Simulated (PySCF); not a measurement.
Numbering as in the mapped SMILES `[CH2:1]=[CH:2][c:3]1[n:4][nH:5][c:6]([O:7][SiH3:8])[n:9]1`; H(Xn) means a hydrogen on atom n. Ha(C1) is cis to C3; Hb(C1) is trans to C3.

Theory: coordinates at the GFN2-xTB level, NMR shieldings at PBE0/pcSseg-1/GIAO, in PySCF 2.14 (one conformer, non-relativistic, no solvent model, equivalent nuclei averaged).

Q: List the cross peaks expected in HSQC, COSY and HMBC spectra.

A: 

HSQC (one-bond C–H):
```csv
δH,δC
6.82 (H(C2)),135.3 (C2)
6.78 (Ha(C1)),127.0 (C1)
5.83 (Hb(C1)),127.0 (C1)
```

COSY cross peaks (H two or three bonds apart, from the bond graph; peaks can be absent where the dihedral angle is near 90°):
```csv
δH,δH
6.82 (H(C2)),6.78 (Ha(C1))
6.82 (H(C2)),5.83 (Hb(C1))
6.78 (Ha(C1)),5.83 (Hb(C1))
```

HMBC (two and three bonds, from the bond graph):
```csv
δH,δC
6.82 (H(C2)),"163.5 (C3), 127.0 (C1)"
6.78 (Ha(C1)),"163.5 (C3), 135.3 (C2)"
5.83 (Hb(C1)),"163.5 (C3), 135.3 (C2)"
5.10 (H(Si8)),163.2 (C6)
```

Referencing at the same level of theory: 1H (σ = 31.72 ppm) and 13C (σ = 186.93 ppm) against TMS.

Exchangeable OH/NH protons stand at their gas-phase positions; hydrogen bonding in a real sample shifts them, mostly to higher δ. Shifts are as computed. Against solution values, carbons near 30 ppm lie about +3 ppm off and those near 130 ppm about +5 ppm. Of 1309 compounds with measured shifts, 239 miss one by over three times the rms of a fit or turn the order of signals round; such compounds aren't used in these exercises.
